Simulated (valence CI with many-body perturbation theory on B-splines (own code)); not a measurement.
**E1 line list for Te XL**

Method: valence CI with perturbative core correlation (CI+MBPT): three valence electrons over a frozen Dirac-Fock core [Ne], a basis of 11 s, 11 p, 10 d, 8 f, 5 g, 2 h functions for each j, with the one-electron correlation potential Σ1, the two-electron term Σ2, the three-electron term Σ3, Breit, model QED; selected CI, second order for the rest, scaled by the run's own slope (own B-spline code, finite nucleus).

The last digits are not significant, and no measured levels were compared; by estimate large intervals hold to a few tenths of a per cent, small ones and those within an open d or f shell to about a per cent.

Lines 1 to 50 of 571 in falling wavelength, among levels below 11010 × 10³ cm⁻¹, chosen from the strongest by gf and those to the six lowest levels. Wavelengths and rates use the calculated energies. Electric multipoles are in the length gauge, E1 and E2 with the static RPA response of the core. Weak lines are less certain than strong ones. Lines between different terms over intervals too small for the method are left out, as are lines whose strength nearly cancels. Where a level lies close to another of its J and parity, the split of strength between their lines is uncertain. The highest levels of a list are the least certain.

Levels are named by their leading jj configuration (3d3/2^4 stands for four electrons in 3d with j = 3/2), which in mixed levels can hold well under half, so a name can repeat and another be missing. Letters in brackets count levels of one name in rising energy.

```csv
λ vac (Å),Upper,Lower,A (s⁻¹),S (a.u.) with core polarisation,S without
472.6,(3s 3p1/2^2) J=1/2,(3s^2 3p3/2) J=3/2,7.80e+06,8.13e-04,8.30e-04
282.5,(3s^2 4p1/2) J=1/2,(3s^2 4s) J=1/2,6.73e+09,1.50e-01,1.50e-01
176.5,(3s^2 4p3/2) J=3/2,(3s^2 4s) J=1/2,2.33e+10,2.53e-01,2.53e-01
158.6,(3s^2 4d3/2) J=3/2,(3s^2 4p1/2) J=1/2,2.14e+10,1.69e-01,1.69e-01
156.5,(3p1/2 3p3/2 3d5/2) J=7/2 [b],(3s 3p3/2 3d5/2) J=5/2 [b],4.09e+09,6.19e-02,6.32e-02
156.3,(3s 3p1/2 3p3/2) J=3/2 [a],(3s^2 3p3/2) J=3/2,6.25e+08,4.71e-03,4.81e-03
151.9,(3p1/2 3p3/2 3d5/2) J=9/2,(3s 3p3/2 3d5/2) J=7/2 [b],3.19e+09,5.52e-02,5.64e-02
138.1,(3s 3p1/2 3p3/2) J=5/2,(3s^2 3p3/2) J=3/2,4.42e+09,3.44e-02,3.52e-02
134.6,(3s 3p1/2 4s) J=3/2,(3s^2 4s) J=1/2,1.69e+10,8.13e-02,8.24e-02
134.5,(3p1/2 3d3/2 3d5/2) J=9/2,(3s 3d3/2 3d5/2) J=7/2 [b],1.05e+10,1.26e-01,1.28e-01
134.3,(3p1/2 3p3/2 3d5/2) J=9/2,(3s 3p3/2 3d5/2) J=7/2 [a],7.39e+09,8.83e-02,9.01e-02
134.1,(3p1/2 3d3/2 3d5/2) J=7/2 [a],(3s 3d3/2 3d5/2) J=7/2 [a],6.92e+09,6.60e-02,6.74e-02
130.6,(3p1/2 3d3/2^2) J=1/2,(3s 3d3/2^2) J=1/2,1.80e+10,3.96e-02,4.05e-02
129.9,(3s 3p1/2^2) J=1/2,(3s^2 3p1/2) J=1/2,9.63e+09,2.08e-02,2.13e-02
129.0,(3p1/2 3d5/2^2) J=5/2,(3s 3d5/2^2) J=3/2,7.16e+09,4.55e-02,4.64e-02
128.6,(3p1/2 3d3/2 3d5/2) J=5/2 [a],(3s 3d3/2 3d5/2) J=7/2 [a],6.77e+09,4.26e-02,4.35e-02
128.3,(3p1/2 3d3/2 3d5/2) J=9/2,(3s 3d3/2 3d5/2) J=9/2,7.88e+09,8.22e-02,8.40e-02
126.5,(3p1/2^2 3p3/2) J=3/2,(3s 3p1/2 3p3/2) J=3/2 [b],5.01e+09,2.00e-02,2.04e-02
126.0,(3p1/2 3d5/2^2) J=5/2,(3s 3d5/2^2) J=5/2,8.92e+09,5.28e-02,5.39e-02
124.7,(3p1/2 3d5/2^2) J=3/2,(3s 3d5/2^2) J=5/2,1.50e+10,5.75e-02,5.87e-02
123.9,(3p1/2 3p3/2 3d3/2) J=7/2,(3s 3p3/2 3d3/2) J=7/2,7.64e+09,5.73e-02,5.86e-02
123.3,(3p1/2 3p3/2 3d5/2) J=5/2 [b],(3s 3p3/2 3d5/2) J=7/2 [b],7.31e+09,4.06e-02,4.15e-02
123.0,(3p1/2 3d5/2^2) J=9/2,(3p3/2^2 3d5/2) J=7/2,1.66e+10,1.53e-01,1.56e-01
122.3,(3p1/2 3d3/2 3d5/2) J=5/2 [b],(3s 3d3/2 3d5/2) J=5/2 [b],6.88e+09,3.72e-02,3.80e-02
122.0,(3p1/2 3d3/2 3d5/2) J=7/2 [a],(3s 3d3/2^2) J=5/2,5.67e+09,4.06e-02,4.15e-02
119.0,(3s 3p1/2 3d5/2) J=3/2,(3s 3p3/2^2) J=5/2,1.10e+10,3.66e-02,3.74e-02
118.8,(3p1/2 3d5/2^2) J=9/2,(3s 3d5/2^2) J=9/2,9.63e+09,7.97e-02,8.13e-02
118.6,(3s 3p1/2 3p3/2) J=3/2 [b],(3s^2 3p3/2) J=3/2,6.11e+09,2.01e-02,2.05e-02
118.5,(3p1/2 3p3/2 3d5/2) J=3/2 [a],(3s 3p3/2 3d5/2) J=5/2 [a],1.16e+10,3.82e-02,3.90e-02
118.1,(3s 3p1/2 3d5/2) J=5/2 [b],(3s 3p3/2^2) J=5/2,7.98e+09,3.90e-02,3.98e-02
117.2,(3p1/2 3d3/2^2) J=3/2,(3s 3d3/2^2) J=5/2,1.38e+10,4.39e-02,4.49e-02
116.7,(3p1/2 3d5/2^2) J=7/2,(3s 3d5/2^2) J=9/2,1.33e+10,8.35e-02,8.52e-02
116.5,(3p1/2^2 3d5/2) J=5/2,(3s 3p1/2 3d5/2) J=5/2 [b],1.75e+10,8.19e-02,8.36e-02
116.2,(3p1/2 3p3/2 3d5/2) J=5/2 [a],(3s 3p3/2 3d5/2) J=5/2 [a],1.30e+10,6.05e-02,6.18e-02
115.6,(3p1/2^2 3d5/2) J=5/2,(3s 3p1/2 3d5/2) J=3/2,1.10e+10,5.03e-02,5.14e-02
113.3,(3p1/2 3d3/2 3d5/2) J=7/2 [b],(3s 3d3/2 3d5/2) J=9/2,2.37e+10,1.36e-01,1.39e-01
113.1,(3p1/2 3p3/2^2) J=3/2,(3s^2 3d5/2) J=5/2,1.21e+10,3.46e-02,3.54e-02
113.0,(3p1/2 3p3/2 3d5/2) J=5/2 [a],(3s 3p3/2 3d5/2) J=3/2 [a],8.78e+09,3.75e-02,3.83e-02
112.9,(3p1/2 3d3/2 3d5/2) J=3/2 [b],(3s 3d3/2 3d5/2) J=3/2 [b],1.28e+10,3.63e-02,3.70e-02
111.5,(3p1/2 3p3/2 3d5/2) J=5/2 [b],(3s 3p3/2 3d5/2) J=7/2 [a],1.16e+10,4.78e-02,4.88e-02
110.9,(3s 3p1/2 3d3/2) J=3/2 [a],(3s 3p1/2 3p3/2) J=3/2 [b],5.56e+09,1.49e-02,1.53e-02
110.9,(3p1/2 3p3/2 3d5/2) J=7/2 [a],(3s 3p3/2 3d5/2) J=9/2,2.54e+10,1.37e-01,1.40e-01
110.0,(3p1/2^2 3d5/2) J=5/2,(3s 3p1/2 3d5/2) J=7/2,3.33e+10,1.31e-01,1.34e-01
109.9,(3p1/2^2 3p3/2) J=3/2,(3s 3p1/2 3p3/2) J=5/2,2.99e+10,7.83e-02,8.00e-02
109.9,(3s 3p1/2 3p3/2) J=1/2,(3s^2 3p3/2) J=3/2,1.12e+10,1.47e-02,1.50e-02
109.0,(3p1/2^2 3d3/2) J=3/2,(3s 3p1/2 3d3/2) J=5/2,3.59e+10,9.19e-02,9.38e-02
107.2,(3p1/2 3d3/2 3d5/2) J=5/2 [b],(3s 3d3/2 3d5/2) J=7/2 [a],1.68e+10,6.15e-02,6.28e-02
107.1,(3p1/2 3p3/2 3d3/2) J=5/2 [b],(3s 3p3/2 3d3/2) J=7/2,2.56e+10,9.33e-02,9.53e-02
106.6,(3d3/2 3d5/2^2) J=9/2,(3p3/2 3d5/2^2) J=7/2 [b],6.14e+09,3.67e-02,3.74e-02
106.3,(3p1/2 3p3/2 3d3/2) J=5/2 [a],(3p1/2 3p3/2^2) J=5/2,9.91e+09,3.53e-02,3.60e-02
```
